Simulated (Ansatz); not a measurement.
`[CH3][SnH2][SeH]` → `[CH3]`• + `[SeH][SnH2]`•  (homolysis of the C–Sn bond)

Gas-phase electronic energies from Ansatz, PBE0-D4/def2-TZVP geometries. CCSD(T)/CBS adds triple-zeta CCSD(T) − MP2 to the extrapolated MP2 energy (def2 sets, frozen cores). This one scheme is used for every species. DFT in def2-TZVPP. Open shells (•) are unrestricted, without spin–orbit coupling. def2 core potentials past Kr. For Se, Sn outer-core shells are correlated without core-valence functions, which leaves a few kJ/mol of doubt a bond. Scalar relativity is left out up to krypton. One conformer a species, not always the lowest.

```csv
level,ΔE (kJ/mol)
BHLYP,263.8
CCSD(T)/def2-TZVPP,296.8
HF/def2-QZVPP,189.6
SCS-MP2/def2-QZVPP,314.7
```

(1) What does CCSD(T)/CBS give? (Estimate.)

Largest T1 diagnostic among the species: 0.015.

## Answers

(1) Computed: +309.2 kJ/mol. The listed levels differ from it by -45.4, -12.4, -119.6, 5.5 kJ/mol.

The D4 term adds +10.7 kJ/mol with B3LYP and +5.9 kJ/mol with PBE0; it sums over pairs of atoms, weighted by their polarisabilities, and B3LYP, whose exchange is more repulsive, gets the larger term. From BLYP to BHLYP (50 % exact exchange), in def2-TZVPP and without D4, ΔE moves by +13.0 kJ/mol. In def2-TZVPP, CCSD(T) changes the Hartree–Fock value by +107.4 kJ/mol (the triples alone add +9.1 kJ/mol) and MP2 by +123.7 kJ/mol; breaking electron pairs costs correlation energy, which Hartree–Fock lacks.

B3LYP here is the variant with VWN-RPA as its local correlation; programs differ in this.
